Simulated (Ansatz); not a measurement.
Mulliken charges of `[CH3][SnH2][AlH2]` from ωB97M-V/def2-TZVPP in Ansatz (PBE0-D4/def2-TZVP geometry).

```
atom   x (Å)   y (Å)   z (Å)  charge (e)
  C1  -1.550   0.673  -0.644      -0.606
 Sn2   0.347  -0.341  -0.689       0.278
 Al3   1.591  -0.458   1.661       0.331
  H4  -1.996   0.664  -1.638       0.140
  H5  -2.223   0.175   0.053       0.136
  H6  -1.413   1.707  -0.324       0.135
  H7   0.066  -1.921  -1.307      -0.105
  H8   1.321   0.443  -1.868      -0.104
  H9   0.895   0.092   2.981      -0.103
 H10   3.047  -1.085   1.778      -0.103
```

Question: By hand: the dipole of these point charges (1 e Å = 4.8032 D).

Answer: Σ q r = (0.240, -0.049, 0.324) e Å, of length 0.406 e Å = 1.95 D.

Question: How does the dipole of the full density compare? (Estimate.)

Answer: Ansatz gave: (-0.076, 0.068, 0.108) e Å, 0.71 D; the point charges give 2.75 times that, at 77° from its direction.

Point charges leave out the atoms' own dipoles, such as those of lone pairs, and Mulliken's split depends on the basis, so the two needn't agree.
